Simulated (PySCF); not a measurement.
An excited-state job on `S(C)C1OCCO1`.

Computed with TDDFT PBE0/def2-SVPD, vertical, gas phase, core orbitals frozen in the response (PySCF 2.14.0, density-fitted response routines). Geometry: GFN2-xTB. The input is one job of a driver script: a line of settings, then coordinates in Å.

Command:
```bash
OMP_NUM_THREADS=1 python probes_run.py task.json out
```

Input:
```
{"job": {"kind": "uv", "xc": "PBE0", "basis": "def2-SVPD", "nstates": 6, "ntriplets": 2}, "charge": 0, "multiplicity": 1}
C      2.565783     0.451661     0.049893
S      1.152617     0.509912    -1.083490
C      0.136089    -0.805199    -0.233323
O     -0.975022    -1.114188    -0.976592
C     -1.965564    -0.166690    -0.612176
C     -1.498983     0.344082     0.768806
O     -0.286651    -0.355359     1.000373
H      2.199064     0.552988     1.067266
H      3.212817     1.282929    -0.207530
H      3.094273    -0.489385    -0.078716
H      0.782301    -1.678797    -0.118221
H     -2.924938    -0.684362    -0.583625
H     -1.997878     0.642806    -1.348718
H     -2.185103     0.094611     1.579231
H     -1.313219     1.422981     0.754911
```

Output:
```
coarse grid: 13104 points
cycle   1  E = -704.8638257844  dE =  9.775e-01  |g| = 6.762e-01  |ddm| = 5.362e+00
cycle   2  E = -704.7834557550  dE =  8.037e-02  |g| = 9.594e-01  |ddm| = 2.030e+00
cycle   3  E = -704.9514916982  dE = -1.680e-01  |g| = 7.016e-02  |ddm| = 1.215e+00
cycle   4  E = -704.9524143584  dE = -9.227e-04  |g| = 2.803e-02  |ddm| = 1.496e-01
cycle   5  E = -704.9526012252  dE = -1.869e-04  |g| = 9.922e-03  |ddm| = 5.801e-02
cycle   6  E = -704.9526247218  dE = -2.350e-05  |g| = 2.638e-03  |ddm| = 1.972e-02
cycle   7  E = -704.9526263532  dE = -1.631e-06  |g| = 4.105e-04  |ddm| = 5.317e-03
final grid: 121976 points
cycle   8  E = -705.0445674567  dE = -2.824e-05  |g| = 1.357e-02  |ddm| = 1.193e-01
cycle   9  E = -705.0445330577  dE =  3.440e-05  |g| = 1.912e-02  |ddm| = 3.756e-02
cycle  10  E = -705.0446041675  dE = -7.111e-05  |g| = 1.194e-03  |ddm| = 2.192e-02
cycle  11  E = -705.0446044873  dE = -3.198e-07  |g| = 2.290e-04  |ddm| = 2.031e-03
cycle  12  E = -705.0446044997  dE = -1.239e-08  |g| = 6.553e-05  |ddm| = 5.103e-04
cycle  13  E = -705.0446045006  dE = -9.520e-10  |g| = 2.728e-05  |ddm| = 1.636e-04
converged SCF energy = -705.0446045006

Static polarisability (au): isotropic 75.792, principal 66.020 69.249 92.108

Singlet excitations
state   eV       nm        f      main configurations
  1   5.3860    230.2   0.00078   H->L 0.90
  2   6.0514    204.9   0.02729   H->L+1 0.90
  3   6.3722    194.6   0.01096   H->L+2 0.96
  4   6.7821    182.8   0.01744   H->L+3 0.81
  5   6.9094    179.4   0.00747   H-1->L 0.50, H->L+5 0.33
  6   6.9761    177.7   0.02531   H->L+5 0.39, H->L+4 0.24, H-1->L 0.16

Triplet excitations (Tamm-Dancoff, eV): 4.9104 5.8982
```

The SCF starts on a coarse grid where the log names one; the energy can jump when the final grid takes over, and dE then counts from the start density on the new grid. H and L stand for HOMO and LUMO; the number after each pair is its weight.

**Question.** How does the lowest singlet excitation compare with the HOMO–LUMO gap?

**Answer.** HOMO -6.47 eV and LUMO 0.49 eV give a gap of 6.96 eV; S1 at 5.39 eV lies 1.57 eV below it.

**Question.** Give the mean polarisability as a volume in Å³, and the ratio of the largest to the smallest principal value.

**Answer.** 75.792 au × 0.148185 = 11.23 Å³; 92.108/66.020 = 1.40.

Main results: HOMO -6.47 eV, LUMO 0.49 eV; lowest singlet 5.39 eV; lowest triplet 4.91 eV (Tamm–Dancoff); mean polarisability 75.8 au.

**Question.** How long does this job take on Intel Xeon Platinum 8259CL at 2.50 GHz, one thread, shared host? And the peak memory of the process?

**Answer.** About 53 s (density and orbital grids were written too), with 0.89 GiB resident at the peak, the Python interpreter and its libraries included.

One conformer stands for the species.
Labels such as C1 count atoms from 1, the log's own numbers from 0.
